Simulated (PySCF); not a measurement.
**`O=C(O)CC(F)(F)F`, C3H3F3O2**

Geometry:
```csv
atom,x (Å),y (Å),z (Å)
O1,1.437,-0.782,1.535
C2,1.038,-0.447,0.459
O3,1.777,0.163,-0.461
C4,-0.385,-0.676,-0.043
C5,-1.120,0.643,-0.218
F6,-2.404,0.436,-0.550
F7,-1.129,1.376,0.902
F8,-0.598,1.410,-1.179
H9,2.676,0.335,-0.138
H10,-0.357,-1.173,-1.014
H11,-0.930,-1.282,0.682
```

Theory: PySCF, GIAO PBE0/pcSseg-1 magnetisability, rotational g tensor and spin-rotation constants, non-relativistic, gas phase. Geometry: GFN2-xTB.

Give the nuclear spin-rotation constants along the inertial axes (H = +C I·J) beside the isotropic shieldings.

Rotational constants 3.7629, 1.4379, 1.3038 GHz. A star marks the isotopologue with that one atom substituted, in its own axes.
| atom | isotope | Caa (kHz) | Cbb (kHz) | Ccc (kHz) | mean (kHz) | σ (ppm) |
| --- | --- | --- | --- | --- | --- | --- |
| F6 | 19F | 3.651 | 1.894 | 2.083 | 2.543 | 244.9 |
| F7 | 19F | 5.871 | 1.811 | 1.251 | 2.978 | 251.1 |
| F8 | 19F | 5.818 | 1.438 | 1.667 | 2.974 | 248.4 |
| H9 | 1H | 0.061 | -0.134 | -0.116 | -0.063 | 25.3 |
| H10 | 1H | -0.402 | -0.118 | 0.007 | -0.171 | 28.5 |
| H11 | 1H | -0.420 | 0.047 | -0.138 | -0.170 | 28.7 |
| O1 | 17O* | -1.701 | -0.907 | -0.257 | -0.955 | -127.1 |
| C2 | 13C* | 1.417 | 0.615 | 0.382 | 0.805 | 19.0 |
| O3 | 17O* | -1.117 | -0.225 | -0.270 | -0.537 | 125.9 |
| C4 | 13C* | 0.641 | 0.261 | 0.253 | 0.385 | 141.7 |
| C5 | 13C* | 1.188 | 0.441 | 0.404 | 0.678 | 53.6 |

For the geometry as given, no vibrational averaging.

How do the rotational constants and the g tensor change when H9, H10, H11 are replaced by deuterium?

Constants 3.5295, 1.3929, 1.2689 GHz; g -0.0350, -0.0155, -0.0130, against -0.0369, -0.0159, -0.0135 before.
